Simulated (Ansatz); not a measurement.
`[SiH3]C=C=CI` + SiH₄ → `[SiH3]C=C=C[SiH3]` + HI at 700 K and 1 bar (formal exchange of groups at a C–I bond).

Calculated with Ansatz (gas phase, PBE0-D4/def2-TZVP geometries, no zero-point term in ΔE). CCSD(T)/CBS adds triple-zeta CCSD(T) − MP2 to the extrapolated MP2 energy (def2 sets, frozen cores). This one scheme is used for every species. def2 core potentials past Kr. For I outer-core shells are correlated without core-valence functions, which leaves a few kJ/mol of doubt a bond.

```json
{"species": "`[SiH3]C=C=CI`", "CCSD(T)/CBS energy (Eh)": "-703.61506", "H − E (kJ/mol)": "239.5", "S (J/(mol·K))": "483.9"}
{"species": "SiH₄", "CCSD(T)/CBS energy (Eh)": "-291.46306", "H − E (kJ/mol)": "115.5", "S (J/(mol·K))": "252.9"}
{"species": "`[SiH3]C=C=C[SiH3]`", "CCSD(T)/CBS energy (Eh)": "-697.06408", "H − E (kJ/mol)": "321.9", "S (J/(mol·K))": "510.5"}
{"species": "HI", "CCSD(T)/CBS energy (Eh)": "-298.03592", "H − E (kJ/mol)": "34.6", "S (J/(mol·K))": "231.7"}
```

H − E and S are ideal-gas, rigid-rotor, harmonic terms from PBE0-D4/def2-TZVP, for one conformer and one mirror image of each species. 1 Eh = 2625.50 kJ/mol, R = 8.31446 J/(mol·K).

Q: By hand: ΔE, ΔH, ΔS and ΔG.

A: ΔE = (-697.06408) + (-298.03592) − (-703.61506) − (-291.46306) = -0.02188 Eh = -57.4 kJ/mol. Δ(H − E) = 321.9 + 34.6 − 239.5 − 115.5 = 1.5, so ΔH = -55.9 kJ/mol. ΔS = 510.5 + 231.7 − 483.9 − 252.9 = 5.4 J/(mol·K). ΔG = -55.9 − 700 × (5.4)/1000 = -59.7 kJ/mol.

Q: By hand: the equilibrium constant, and the temperature at which ΔG would vanish if ΔH and ΔS stayed fixed.

A: log₁₀ K = −ΔG/(RT ln 10) = 4.5. ΔH and −TΔS have one sign here, so there is no such temperature.

The number of gas molecules stays the same, so ΔS is small and ΔH decides. A doubt of 5 kJ/mol in ΔE shifts log₁₀ K by 0.4 here. Other conformers and mirror images would add mixing entropy, several J/(mol·K) or more a flexible species. These are equilibria of isolated gas molecules and say nothing of rates. Largest T1 diagnostic: 0.013 (customary marks: 0.02 for closed shells, 0.045 for open ones).

ΔS is within the doubt of such terms, so its sign, and with it that verdict, could turn.
